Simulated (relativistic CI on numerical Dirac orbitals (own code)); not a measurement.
## Electric-dipole transitions in Zr38+

Method of calculation: Dirac-Coulomb-Breit CI, separate exchange-only KLI orbitals for each configuration, model QED, unscaled Slater integrals (own radial code, finite nucleus).

Configurations in the expansion: 1s2, 1s.2s, 1s.2p, 1s.3s, 1s.3p, 1s.3d, 1s.4s, 1s.4p, 1s.4d, 1s.4f, 1s.5s, 1s.5p, 1s.5d, 1s.5f, 1s.5g, 1s.6s, 1s.6p, 1s.6d. Levels of other configurations are missing.

| λ vac (nm) | Lower | Upper | A (s⁻¹) | E lower (10³ cm⁻¹) | E upper (10³ cm⁻¹) |
| --- | --- | --- | --- | --- | --- |
| 0.07598 | 1s2 1S_0 [1] | 1s.2p 1P°_1 [7] | 2.24e+15 | 0 | 131605 |
| 0.07659 | 1s2 1S_0 [1] | 1s.2p 3P°_1 [4] | 7.06e+14 | 0 | 130559 |
| 0.30800 | 1s.2p 3P°_1 [4] | 1s.4d 3D_2 [23] | 4.08e+13 | 130559 | 163026 |
| 0.31578 | 1s.2p 3P°_2 [6] | 1s.4d 3D_3 [26] | 4.84e+13 | 131394 | 163061 |
| 0.31788 | 1s.2p 1P°_1 [7] | 1s.4d 1D_2 [29] | 4.29e+13 | 131605 | 163064 |
| 0.40532 | 1s.2s 3S_1 [2] | 1s.3p 3P°_2 [12] | 5.03e+13 | 130126 | 154798 |
| 0.40944 | 1s.2s 3S_1 [2] | 1s.3p 3P°_1 [11] | 4.15e+13 | 130126 | 154550 |
| 0.41131 | 1s.2p 3P°_0 [3] | 1s.3d 3D_1 [14] | 8.65e+13 | 130542 | 154855 |
| 0.41159 | 1s.2p 3P°_1 [4] | 1s.3d 3D_1 [14] | 4.98e+13 | 130559 | 154855 |
| 0.41165 | 1s.2p 3P°_1 [4] | 1s.3d 3D_2 [13] | 1.24e+14 | 130559 | 154851 |
| 0.41169 | 1s.2s 1S_0 [5] | 1s.3p 1P°_1 [15] | 3.84e+13 | 130567 | 154857 |
| 0.42479 | 1s.2p 3P°_2 [6] | 1s.3d 3D_3 [16] | 1.50e+14 | 131394 | 154935 |
| 0.42631 | 1s.2p 3P°_2 [6] | 1s.3d 3D_2 [13] | 2.30e+13 | 131394 | 154851 |
| 0.42853 | 1s.2p 1P°_1 [7] | 1s.3d 1D_2 [17] | 1.33e+14 | 131605 | 154940 |
| 0.83124 | 1s.3p 3P°_2 [12] | 1s.5d 3D_3 [40] | 7.91e+12 | 154798 | 166829 |
| 0.83483 | 1s.3d 3D_2 [13] | 1s.5f 3F°_3 [41] | 9.96e+12 | 154851 | 166829 |
| 0.83508 | 1s.3d 3D_1 [14] | 1s.5f 3F°_2 [42] | 8.98e+12 | 154855 | 166830 |
| 0.84008 | 1s.3d 3D_3 [16] | 1s.5f 3F°_4 [44] | 1.05e+13 | 154935 | 166838 |
| 0.84044 | 1s.3d 1D_2 [17] | 1s.5f 1F°_3 [47] | 1.00e+13 | 154940 | 166839 |
| 1.1664 | 1s.3s 3S_1 [8] | 1s.4p 3P°_2 [22] | 6.62e+12 | 154431 | 163004 |
| 1.1789 | 1s.3p 3P°_0 [9] | 1s.4d 3D_1 [24] | 9.00e+12 | 154545 | 163027 |
| 1.1798 | 1s.3p 3P°_1 [11] | 1s.4d 3D_2 [23] | 1.30e+13 | 154550 | 163026 |
| 1.1808 | 1s.3s 3S_1 [8] | 1s.4p 3P°_1 [21] | 5.53e+12 | 154431 | 162899 |
| 1.2102 | 1s.3p 3P°_2 [12] | 1s.4d 3D_3 [26] | 1.62e+13 | 154798 | 163061 |
| 1.2178 | 1s.3d 3D_2 [13] | 1s.4f 3F°_3 [27] | 3.00e+13 | 154851 | 163063 |
| 1.2182 | 1s.3d 3D_1 [14] | 1s.4f 3F°_2 [28] | 2.71e+13 | 154855 | 163064 |
| 1.2185 | 1s.3p 1P°_1 [15] | 1s.4d 1D_2 [29] | 1.46e+13 | 154857 | 163064 |
| 1.2276 | 1s.3d 3D_3 [16] | 1s.4f 3F°_4 [30] | 3.19e+13 | 154935 | 163080 |
| 1.2284 | 1s.3d 1D_2 [17] | 1s.4f 1F°_3 [31] | 3.03e+13 | 154940 | 163081 |
| 2.5324 | 1s.4s 3S_1 [18] | 1s.5p 3P°_2 [36] | 1.56e+12 | 162851 | 166799 |
| 2.5568 | 1s.4p 3P°_1 [21] | 1s.5d 3D_2 [37] | 2.68e+12 | 162899 | 166810 |
| 2.6148 | 1s.4p 3P°_2 [22] | 1s.5d 3D_3 [40] | 3.39e+12 | 163004 | 166829 |
| 2.6292 | 1s.4d 3D_2 [23] | 1s.5f 3F°_3 [41] | 5.59e+12 | 163026 | 166829 |
| 2.6299 | 1s.4d 3D_1 [24] | 1s.5f 3F°_2 [42] | 5.04e+12 | 163027 | 166830 |
| 2.6306 | 1s.4p 1P°_1 [25] | 1s.5d 1D_2 [43] | 3.08e+12 | 163028 | 166830 |
| 2.6474 | 1s.4d 3D_3 [26] | 1s.5f 3F°_4 [44] | 5.98e+12 | 163061 | 166838 |
| 2.6484 | 1s.4f 3F°_3 [27] | 1s.5g 3G_4 [45] | 9.54e+12 | 163063 | 166838 |
| 2.6489 | 1s.4f 3F°_2 [28] | 1s.5g 3G_3 [46] | 9.08e+12 | 163064 | 166839 |
| 2.6490 | 1s.4d 1D_2 [29] | 1s.5f 1F°_3 [47] | 5.69e+12 | 163064 | 166839 |
| 2.6571 | 1s.4f 3F°_4 [30] | 1s.5g 3G_5 [48] | 9.84e+12 | 163080 | 166844 |
| 2.6575 | 1s.4f 1F°_3 [31] | 1s.5g 1G_4 [49] | 9.57e+12 | 163081 | 166844 |
| 4.6778 | 1s.5s 3S_1 [32] | 1s.6p 3P°_2 [54] | 5.04e+11 | 166721 | 168859 |
| 4.7182 | 1s.5p 3P°_1 [35] | 1s.6d 3D_2 [55] | 7.96e+11 | 166746 | 168865 |
| 4.8162 | 1s.5p 3P°_2 [36] | 1s.6d 3D_3 [58] | 1.02e+12 | 166799 | 168876 |
| 4.8430 | 1s.5p 1P°_1 [39] | 1s.6d 1D_2 [59] | 9.30e+11 | 166812 | 168877 |

Terms are leading LS components. Brackets give the number of a level in order of energy, since labels repeat. The list gives strong lines, with weight on those to low levels, without lines whose two gauges differ by over a factor of 2.5. Levels whose partners in the same complex of configurations lie outside the list can be far off, and so can their lines. Rates are taken at the computed energies, electric ones in the length gauge.

At this charge energies of transitions that change n are usually good to better than 1 %, and those within a shell (Δn = 0) to a few per cent.

LS names give the leading component of a level, which can be under half, so a name can repeat, a term be missing and a line seem to break the LS rules.
